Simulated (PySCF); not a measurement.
H9N3Si3, charge +1, doublet, at a GFN2-xTB geometry (a state made from the parent by changing its charge; the spin is typed, not shown lowest), with bond 11-3 at 1.6 times its length; PBE/3-21G (PySCF).

The PySCF input:
```python
from pyscf import gto, scf, dft

mol = gto.Mole()
mol.atom = '''
    Si    1.713852   -0.427557   -0.492838
    N     0.475350   -1.548254   -0.017183
    Si   -1.175647   -1.325423    0.473383
    N    -1.513695    0.377624    0.435281
    Si   -0.538205    1.752980    0.019455
    N     1.038346    1.170630   -0.418097
    H     2.062800   -0.705453   -1.887423
    H     2.796093   -0.506702    0.490192
    H     0.771271   -2.512096   -0.027880
    H    -2.033168   -1.978210   -0.517770
    H    -1.374412   -2.051882    2.691721
    H    -2.456024    0.612708    0.706258
    H    -0.396279    2.584287    1.216386
    H    -1.129572    2.385537   -1.161229
    H     1.684753    1.899389   -0.678378
'''
mol.basis = '3-21g'
mol.charge = 1
mol.spin = 1
mol.verbose = 4
mol.build()

mf = dft.UKS(mol)
mf.xc = 'pbe'
mf.diis = False
mf.max_cycle = 100
mf.kernel()
mf.analyze()
```

It wrote (shortened):

```
PySCF version 2.14.0

[INPUT] verbose = 4
[INPUT] num. atoms = 15
[INPUT] num. electrons = 71
[INPUT] charge = 1
[INPUT] spin (= nelec alpha-beta = 2S) = 1
[INPUT] symmetry False subgroup None
[INPUT] Mole.unit = angstrom
[INPUT] Symbol           X                Y                Z      unit          X                Y                Z       unit  Magmom
[...]
nuclear repulsion = 467.170497869657
number of shells = 54
number of NR pGTOs = 153
number of NR cGTOs = 84
basis = 3-21g
ecp = {}

******** <class 'pyscf.dft.uks.UKS'> ********
method = UKS
initial guess = minao
damping factor = 0
level_shift factor = 0
DIIS disabled
SCF conv_tol = 1e-09
SCF conv_tol_grad = None
SCF max_cycles = 100
direct_scf = True
direct_scf_tol = 1e-13
number electrons alpha = 36  beta = 35
XC library pyscf.dft.libxc version 7.1.2
    S. Lehtola, C. Steigemann, M. J. T. Oliveira, and M. A. L. Marques,  SoftwareX 7, 1–5 (2018)
XC functionals = pbe
    J. P. Perdew, K. Burke, and M. Ernzerhof,  Phys. Rev. Lett. 77, 3865 (1996)
    J. P. Perdew, K. Burke, and M. Ernzerhof,  Phys. Rev. Lett. 78, 1396 (1997)
    J. P. Perdew, K. Burke, and M. Ernzerhof,  Phys. Rev. Lett. 77, 3865 (1996)
    J. P. Perdew, K. Burke, and M. Ernzerhof,  Phys. Rev. Lett. 78, 1396 (1997)
radial grids:
    Treutler-Ahlrichs [JCP 102, 346 (1995); DOI:10.1063/1.469408] (M4) radial grids

becke partition: Becke, JCP 88, 2547 (1988); DOI:10.1063/1.454033
pruning grids: <function nwchem_prune>
grids dens level: 3
symmetrized grids: False
atomic radii adjust function: <function treutler_atomic_radii_adjust>
small_rho_cutoff = 0
Set gradient conv threshold to 3.16228e-05
tot grids = 187520
init E= -1031.84704830264

cycle= 1 E= -1031.52284732604  delta_E= 0.324  |g|= 0.564  |ddm|= 2.57
cycle= 2 E= -1029.57164723268  delta_E= 1.95  |g|= 1.53  |ddm|= 2.44
cycle= 3 E= -1022.21461309701  delta_E= 7.36  |g|= 3.44  |ddm|=  5.2
cycle= 4 E= -991.800907985891  delta_E= 30.4  |g|=  3.8  |ddm|= 17.6
cycle= 5 E= -870.019909945931  delta_E=  122  |g|= 7.35  |ddm|= 29.6
cycle= 6 E= -802.375798397612  delta_E= 67.6  |g|= 7.91  |ddm|= 38.3

cycle= 7 E= -822.762354974905  delta_E= -20.4  |g|= 4.99  |ddm|= 37.4

cycle= 8 E= -725.172319436312  delta_E= 97.6  |g|= 6.01  |ddm|= 42.8
cycle= 9 E= -822.294721576757  delta_E= -97.1  |g|= 4.91  |ddm|= 42.7

cycle= 10 E= -725.095081387637  delta_E= 97.2  |g|=  6.1  |ddm|= 44.6
cycle= 11 E= -822.873286035887  delta_E= -97.8  |g|= 5.04  |ddm|= 44.8

cycle= 12 E= -725.052097826543  delta_E= 97.8  |g|= 6.18  |ddm|= 45.3
cycle= 13 E= -822.873862008685  delta_E= -97.8  |g|= 5.04  |ddm|= 45.3

cycle= 14 E= -725.051341578143  delta_E= 97.8  |g|=  6.2  |ddm|= 45.4
cycle= 15 E= -822.873555631115  delta_E= -97.8  |g|= 5.04  |ddm|= 45.4

cycle= 16 E= -725.05138913911  delta_E= 97.8  |g|=  6.2  |ddm|= 45.4
cycle= 17 E= -822.873518791402  delta_E= -97.8  |g|= 5.04  |ddm|= 45.4

cycle= 18 E= -725.051396402639  delta_E= 97.8  |g|=  6.2  |ddm|= 45.4
cycle= 19 E= -822.873514755178  delta_E= -97.8  |g|= 5.04  |ddm|= 45.4

cycle= 20 E= -725.051397222661  delta_E= 97.8  |g|=  6.2  |ddm|= 45.4
cycle= 21 E= -822.873514317466  delta_E= -97.8  |g|= 5.04  |ddm|= 45.4

cycle= 22 E= -725.051397312028  delta_E= 97.8  |g|=  6.2  |ddm|= 45.4
cycle= 23 E= -822.873514270052  delta_E= -97.8  |g|= 5.04  |ddm|= 45.4

cycle= 24 E= -725.051397321726  delta_E= 97.8  |g|=  6.2  |ddm|= 45.4
cycle= 25 E= -822.873514264913  delta_E= -97.8  |g|= 5.04  |ddm|= 45.4

cycle= 26 E= -725.051397322771  delta_E= 97.8  |g|=  6.2  |ddm|= 45.4
cycle= 27 E= -822.873514264355  delta_E= -97.8  |g|= 5.04  |ddm|= 45.4

cycle= 28 E= -725.051397322897  delta_E= 97.8  |g|=  6.2  |ddm|= 45.4
cycle= 29 E= -822.873514264296  delta_E= -97.8  |g|= 5.04  |ddm|= 45.4

cycle= 30 E= -725.051397322902  delta_E= 97.8  |g|=  6.2  |ddm|= 45.4
cycle= 31 E= -822.873514264291  delta_E= -97.8  |g|= 5.04  |ddm|= 45.4

cycle= 32 E= -725.051397322908  delta_E= 97.8  |g|=  6.2  |ddm|= 45.4
[...]
SCF not converged.
Total Energy =                        -725.051397322902062
[...]
spin_pop of  2 Si 3s        0.00007
spin_pop of  2 Si 4s        0.01634
spin_pop of  2 Si 2px       0.00001
spin_pop of  2 Si 2py       0.00000
spin_pop of  2 Si 2pz       0.00000
spin_pop of  2 Si 3px       0.00923
spin_pop of  2 Si 3py       0.00040
spin_pop of  2 Si 3pz       0.01138
spin_pop of  2 Si 4px       0.03554
spin_pop of  2 Si 4py       0.00245
spin_pop of  2 Si 4pz       0.06275
spin_pop of  3 N 1s        0.00001
spin_pop of  3 N 2s        0.00012
spin_pop of  3 N 3s        0.01341
spin_pop of  3 N 2px       0.01143
spin_pop of  3 N 2py       0.00012
spin_pop of  3 N 2pz       0.00780
spin_pop of  3 N 3px       0.12081
spin_pop of  3 N 3py       0.00811
spin_pop of  3 N 3pz       0.04819
spin_pop of  4 Si 1s        0.00000
spin_pop of  4 Si 2s        0.00034
spin_pop of  4 Si 3s        0.00076
spin_pop of  4 Si 4s        0.00002
spin_pop of  4 Si 2px       0.00001
spin_pop of  4 Si 2py       0.00008
spin_pop of  4 Si 2pz       0.00006
spin_pop of  4 Si 3px       0.00008
spin_pop of  4 Si 3py       0.00155
spin_pop of  4 Si 3pz       0.00168
spin_pop of  4 Si 4px       0.00001
spin_pop of  4 Si 4py       0.00022
spin_pop of  4 Si 4pz       0.00004
spin_pop of  5 N 1s       -0.00000
spin_pop of  5 N 2s        0.00017
spin_pop of  5 N 3s        0.00005
spin_pop of  5 N 2px       0.00006
spin_pop of  5 N 2py       0.00004
spin_pop of  5 N 2pz       0.00008
spin_pop of  5 N 3px       0.00005
spin_pop of  5 N 3py       0.00002
spin_pop of  5 N 3pz       0.00004
spin_pop of  6 H 1s        0.00006
spin_pop of  6 H 2s        0.00002
spin_pop of  7 H 1s        0.00009
spin_pop of  7 H 2s        0.00001
spin_pop of  8 H 1s        0.00219
spin_pop of  8 H 2s        0.03472
spin_pop of  9 H 1s        0.00574
spin_pop of  9 H 2s        0.08519
spin_pop of  10 H 1s        0.00116
spin_pop of  10 H 2s        0.01961
spin_pop of  11 H 1s        0.00612
spin_pop of  11 H 2s        0.00220
spin_pop of  12 H 1s        0.00001
spin_pop of  12 H 2s        0.00003
spin_pop of  13 H 1s        0.00003
spin_pop of  13 H 2s        0.00003
spin_pop of  14 H 1s        0.00003
spin_pop of  14 H 2s        0.00001
 ** Mulliken Spin Density (per atom)  **
spin density of  0 Si =      0.02198
spin density of  1 N =      0.46724
spin density of  2 Si =      0.13817
spin density of  3 N =      0.20998
spin density of  4 Si =      0.00486
spin density of  5 N =      0.00051
spin density of  6 H =      0.00007
spin density of  7 H =      0.00011
spin density of  8 H =      0.03691
spin density of  9 H =      0.09093
spin density of  10 H =      0.02077
spin density of  11 H =      0.00832
spin density of  12 H =      0.00004
spin density of  13 H =      0.00005
spin density of  14 H =      0.00004
 ** Mulliken pop alpha/beta on meta-lowdin orthogonal AOs **
 ** Mulliken pop       alpha | beta **
In total            36.00000 | 35.00000
 ** Mulliken atomic charges   ( Nelec_alpha | Nelec_beta ) **
charge of  0Si =     11.69666  (     1.16266      1.14068 )
charge of  1N =     -7.87790  (     7.67257      7.20533 )
charge of  2Si =    -11.31648  (    12.72733     12.58916 )
charge of  3N =     -7.02461  (     7.11730      6.90731 )
charge of  4Si =     11.75529  (     1.12478      1.11992 )
charge of  5N =      4.97992  (     1.01030      1.00979 )
charge of  6H =      0.99638  (     0.00185      0.00177 )
charge of  7H =      0.99604  (     0.00203      0.00192 )
charge of  8H =     -1.15008  (     1.09349      1.05658 )
charge of  9H =     -2.77823  (     1.93458      1.84365 )
charge of  10H =     -1.15861  (     1.08969      1.06892 )
charge of  11H =     -1.11012  (     1.05922      1.05090 )
charge of  12H =      0.99632  (     0.00186      0.00182 )
charge of  13H =      0.99665  (     0.00170      0.00165 )
charge of  14H =      0.99878  (     0.00063      0.00059 )

WARN: System has nonzero charge 1; the dipole moment is origin-dependent.
Location of origin: [0. 0. 0.]

Dipole moment(X, Y, Z, Debye): 276.41542, 318.30529, -106.75030
```

Convergence was not reached.
